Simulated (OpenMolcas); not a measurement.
# Cu3+, Ag3+, Au3+: d8 down the group

```yaml
Program: OpenMolcas 26.06
Method: CASSCF
Basis: ANO-RCC-VTZP
Scalar_Hamiltonian: DKH2, point nucleus
Spin-orbit_coupling: state interaction with AMFI integrals over the reference wave functions, term energies averaged over their components
```

Active space for each ion: 8 electrons in 10 orbitals (d d).

Computed levels in cm-1 above 3F4:

```csv
Level,Cu3+,Ag3+,Au3+
3F3,1807,3971,12345
3P1,23402,19429,26180
3P0,23746,19724,22893
1G4,29783,23942,29403
1S0,70934,55347,62353
weight of 3F in the lowest level (%),100,99,96
```

Measured, with the error of the calculation in %. Measured levels: Cu3+ from Sugar and Musgrove, J. Phys. Chem. Ref. Data 19, 527 (1990); Ag3+ from the list in Gamrath, thesis, University of Mons (2023); Au3+ from Zainab et al., Astrophys. J. Suppl. Ser. 267, 12 (2023).

```json
{"Level": "3F3", "Cu3+": "1861 (-2.9)", "Ag3+": "4172 (-4.8)", "Au3+": "12294 (+0.4)"}
{"Level": "3P1", "Cu3+": "20097 (+16.4)", "Ag3+": "15900 (+22.2)", "Au3+": "21490 (+21.8)"}
{"Level": "3P0", "Cu3+": "20423 (+16.3)", "Ag3+": "16092 (+22.6)", "Au3+": "18185 (+25.9)"}
{"Level": "1G4", "Cu3+": "26913 (+10.7)", "Ag3+": "20570 (+16.4)", "Au3+": "25702 (+14.4)"}
{"Level": "1S0", "Cu3+": "61456 (+15.4)", "Ag3+": "47139 (+17.4)", "Au3+": "55278 (+12.8)"}
```

The fine-structure level 3F3 changes by a factor of 6.83 from Cu3+ to Au3+.

Without spin-orbit coupling 3P lies 21583, 15442, 13786 cm-1 above 3F in that order; the difference to the level 3P1, of either sign, comes from spin-orbit coupling, which also lowers the zero.

Without dynamic correlation excited terms often stand tens of per cent too high (terms of higher spin than the ground term too low), and those without a measured partner can miss by more than the paired ones. Active for correlation alone: 4d; no level in the range computed is led by a configuration that fills it, so any true level of that kind is missing (holds for Cu3+). Active for correlation alone: 5d; no level in the range computed is led by a configuration that fills it, so any true level of that kind is missing (holds for Ag3+). Active for correlation alone: 6d; no level in the range computed is led by a configuration that fills it, so any true level of that kind is missing (holds for Au3+). Computed and measured levels are paired by configuration, term and J; levels that our copy of the source lacks, or whose pairing is in doubt (as where it misses far off the trend of its configuration), stay unpaired and out of the deviations. Only configurations of the active space appear.
